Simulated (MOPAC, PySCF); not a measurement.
H₂Cl₂GeS₂, SMILES `[SH][Ge]([SH])([Cl])[Cl]` (H–S–Ge–Cl torsion -83°, Cl–Ge–S–H torsion -178°), neutral singlet in the gas phase. 

Cartesian coordinates (Å):
```xyz
7

S      1.6475     0.4984    -0.8397
Ge    -0.1551    -0.3673     0.0730
S     -1.9594     0.4638    -0.8565
Cl    -0.2899    -2.4817    -0.1991
Cl    -0.0732    -0.0261     2.1878
H      2.4149     0.1861     0.2192
H     -1.5849     1.7268    -0.5846
```
Charge 0, multiplicity 1.

All levels are single points at this geometry (PBE0-D3(BJ)/def2-TZVP); Pople sets use spherical d functions. Orbital energies aren't observables, and empty levels follow the basis.

B3LYP/6-31G* in PySCF gives HOMO (eV) = -7.86.

Task: Estimate the HOMO (eV) from each of these levels: PBE0-D3(BJ)/def2-TZVP in PySCF; B3LYP/LANL2DZ in PySCF; BP86/6-31G* in PySCF; M06-2X/6-31G* in PySCF; PBE/6-31G* in PySCF; SVWN5/6-31G* in PySCF; HF/3-21G in PySCF; HF/STO-3G in PySCF; AM1 in MOPAC; PM3 in MOPAC; PM6 in MOPAC; PM7 in MOPAC.

Result: 
```tsv
level	HOMO (eV)
PBE0-D3(BJ)/def2-TZVP in PySCF	-8.15
B3LYP/LANL2DZ in PySCF	-8.29
BP86/6-31G* in PySCF	-6.96
M06-2X/6-31G* in PySCF	-9.38
PBE/6-31G* in PySCF	-6.86
SVWN5/6-31G* in PySCF	-6.96
HF/3-21G in PySCF	-11.67
HF/STO-3G in PySCF	-8.49
AM1 in MOPAC	-10.43
PM3 in MOPAC	-10.25
PM6 in MOPAC	-10.13
PM7 in MOPAC	-9.84
```
